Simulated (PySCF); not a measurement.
**Ca (calcium, neutral) across methods**

[Ar] 3d2, high-spin 3F determinant (an excited configuration). Computed with PySCF 2.14 in def2-TZVPPD (6s5p3d, 36 functions), with no relativity, point nucleus. The B2PLYP total includes its PT2 part (frozen core); its orbital energies are those of the SCF part.

```tsv
method	E (hartree)	mean ε 3p α (eV)	mean ε 3p β (eV)	mean ε 3d α (eV)	Σ⟨r²⟩ (bohr²)	⟨S²⟩
PBE0	-677.197	-26.746	-25.922	-0.778	44.21	2.000
LDA	-675.540	-24.299	-23.661	-0.150	44.10	2.000
BHandHLYP	-677.371	-28.954	-27.997	-1.222	44.08	2.000
B2PLYP	-677.149	-29.140	-28.160	-1.243	44.59	2.000
wB97X-V	-677.265	-29.009	-28.234	-2.242	43.37	2.000
r2SCAN	-677.341	-25.096	-24.313	-0.177	44.10	2.000
r2SCAN0	-677.332	-27.218	-26.307	-0.765	43.91	2.000
PBE	-677.161	-24.330	-23.678	-0.195	44.43	2.000
UHF	-676.53148	-33.381	-32.159	-2.152	45.83	2.001
```
